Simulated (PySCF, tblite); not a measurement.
**LiF and thiirane**

A gas-phase complex of LiF and thiirane; neutral, singlet. The structure comes from a short search (6 tight-binding starts) and was relaxed by PBE0-D3(BJ)/def2-SVPD; another way of binding may lie lower. Frequencies by PBE0-D3(BJ)/def2-SVPD show no clear imaginary mode.

Parts: 1 = LiF ([Li][F]), atoms 1–2; 2 = thiirane (C1CS1), atoms 3–9.

```xyz
9

Li    1.294    0.428    0.769
F     0.431   -0.835    1.291
C    -0.468    1.538    2.944
C     0.731    1.104    3.675
S     1.086    2.297    2.326
H    -1.144    2.257    3.409
H    -0.899    0.796    2.265
H     0.925    1.509    4.669
H     1.068    0.084    3.473
```
Atom numbers follow the order of the file, from 1.

Contacts between parts, classed by geometry: Li1···S5 2.442 Å (ion contact); H7···F2 2.319 Å (C–H hydrogen bond, 121°).

Interaction energies are complex less parts, with the parts frozen as they stand in it; counterpoise-corrected, in kcal/mol (PySCF).

(1) How strongly do the parts interact, level by level?

(2) What holds them together? Decompose the wB97M-D3(BJ)/def2-TZVPD energy: frozen parts, their antisymmetrised product, then relaxation.

The parts were also relaxed and run alone, at the levels used for the complex: shieldings by PBE0/pcSseg-2.

Values alone: C3–H7 bond (Å): 1.093; shielding of Li1 (ppm): 88.1; shielding of S5 (ppm): 766.4; shielding of H7 (ppm): 28.99; shielding of F2 (ppm): 347.4.

(3) What does binding change?

(4) What are the binding energy from relaxed parts (wB97M-D3(BJ)/def2-TZVPD), and ΔH and ΔG of association at 298.15 K and 1 atm?

## Answers

(1) 
| level | interaction | superposition error removed |
| --- | --- | --- |
| wB97M-D3(BJ)/def2-TZVPD | -18.99 | -0.14 |
| PBE0-D3(BJ)/def2-TZVPD | -19.60 | -0.14 |

(2) electrostatic -22.7, Pauli repulsion +15.7, orbital relaxation -10.2, dispersion correction -1.9 kcal/mol, which sum to the value before the counterpoise correction; the Pauli term holds the exchange-correlation of the frozen density too. Of the attraction, 65 % is electrostatic, 29 % is orbital relaxation, 5 % is dispersion correction.

(3) 
| property | alone | in the complex | change |
| --- | --- | --- | --- |
| C3–H7 bond (Å) | 1.093 | 1.094 | +0.001 |
| shielding of Li1 (ppm) | 88.1 | 88.8 | +0.7 |
| shielding of S5 (ppm) | 766.4 | 818.9 | +52.5 |
| shielding of H7 (ppm) | 28.99 | 27.31 | -1.67 |
| shielding of F2 (ppm) | 347.4 | 365.0 | +17.6 |

(4) -18.08 kcal/mol, -16.83 with zero-point energy; ΔH -17.0 and ΔG -8.2 kcal/mol, from harmonic vibrations by PBE0-D3(BJ)/def2-SVPD with low modes damped.

The 4 runs behind this took 6.9 min in all, one thread each of Intel Xeon 6975P-C on a shared host, launched as `OMP_NUM_THREADS=1 python cluster_run.py task.json out`.
